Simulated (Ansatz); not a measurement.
A nudged elastic band was laid between two geometries of CH$_{7}$BSn (10 atoms, charge 0, multiplicity 1).

Level of theory: RKS r2SCAN-D4/def2-SVP in Ansatz.

```yaml
movable_images: 5
climbing_image: yes
spring: 5.0 eV/Å²
optimiser: quadratic models (default)
start_path: through a guess of the saddle point
force_threshold: 0.05 eV/Å
iteration_limit: 60
end_points: relaxed
```

Image 0:

```xyz
10
Properties=species:S:1:pos:R:3
C -1.200 0.953 -0.686
B -0.289 -0.303 -0.687
Sn 1.179 -0.782 0.966
H -2.141 0.840 -1.249
H -0.594 1.675 -1.282
H -1.384 1.438 0.284
H -0.294 -1.041 -1.649
H 2.794 -0.880 0.387
H 1.172 0.363 2.250
H 0.840 -2.315 1.668
```

Image 6:

```xyz
10
Properties=species:S:1:pos:R:3
C -1.205 0.793 -0.583
B -0.113 -0.344 -0.585
Sn 1.697 -0.218 0.751
H -2.186 0.346 -0.833
H -1.004 1.538 -1.371
H -1.324 1.327 0.373
H 0.168 -0.989 -1.569
H 2.668 -1.650 0.930
H 1.506 0.263 2.417
H -0.124 -1.118 0.473
```

Question: Which bonds break or form, and what moves?

Answer: Bonds formed: B2–H10.

Question: Give the energies along the band, and the barrier.

Answer: The forces met the threshold. The highest image is number 4 of 0 to 6, 8.0 kcal/mol above the first end and 11.5 kcal/mol above the last; the last end lies 3.5 kcal/mol below the first. A vibrational analysis at the climbing image gives one clearly imaginary mode, 496i cm⁻¹: a first-order saddle point.

```tsv
image	path coordinate (Å)	energy (kcal/mol)	B2–H10 (Å)
0	0.00	0.0	3.30
1	0.75	0.2	3.28
2	1.50	0.2	3.26
3	2.25	3.1	2.77
4	3.00	8.0	2.08
5	3.37	3.6	1.64
6	3.75	-3.5	1.31
```

Question: What is the geometry of the highest image?

Answer: 
```xyz
10
Properties=species:S:1:pos:R:3
C -1.206 0.825 -0.611
B 0.011 -0.145 -0.734
Sn 1.473 -0.438 0.858
H -2.160 0.333 -0.866
H -1.050 1.594 -1.393
H -1.315 1.353 0.348
H 0.130 -0.929 -1.647
H 2.765 -1.557 0.813
H 1.455 0.375 2.365
H -0.018 -1.463 0.870
```

Question: What are the harmonic wavenumbers there?

Answer: 496i, 153, 177, 295, 369, 506, 619, 656, 712, 740, 800, 839, 1022, 1081, 1300, 1413, 1440, 1635, 1910, 1925, 2611, 3012, 3095, 3141 cm⁻¹.

Time of the run: 90 s on 2 threads of Intel(R) Xeon(R) Platinum 8488C (Sapphire Rapids) (shared host), peak memory 0.17 GiB.
